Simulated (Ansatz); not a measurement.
Mulliken charges of H$_{5}$ISi$_{2}$, SMILES `[SiH3][SiH2]I` from r2SCAN/def2-TZVPP in Ansatz (PBE0-D4/def2-TZVP geometry).

| atom | x (Å) | y (Å) | z (Å) | charge (e) |
| --- | --- | --- | --- | --- |
| Si1 | -0.687 | 0.909 | -0.419 | 0.190 |
| Si2 | 0.458 | -0.993 | 0.306 | 0.251 |
| I3 | 2.642 | -0.272 | 1.151 | -0.164 |
| H4 | -2.028 | 0.534 | -0.944 | -0.060 |
| H5 | 0.098 | 1.567 | -1.495 | -0.049 |
| H6 | -0.848 | 1.843 | 0.724 | -0.049 |
| H7 | -0.244 | -1.687 | 1.415 | -0.060 |
| H8 | 0.701 | -1.960 | -0.793 | -0.060 |

Task: By hand: the dipole of these point charges (1 e Å = 4.8032 D).

Result: Σ q r = (-0.318, -0.012, -0.134) e Å, of length 0.345 e Å = 1.66 D.

Task: How does the dipole of the full density compare? (Best estimate.)

Result: Computed: (-0.241, -0.023, -0.100) e Å, 1.26 D; the point charges give 1.32 times that, at 3° from its direction.

Point charges leave out the atoms' own dipoles, such as those of lone pairs, and Mulliken's split depends on the basis, so the two needn't agree.
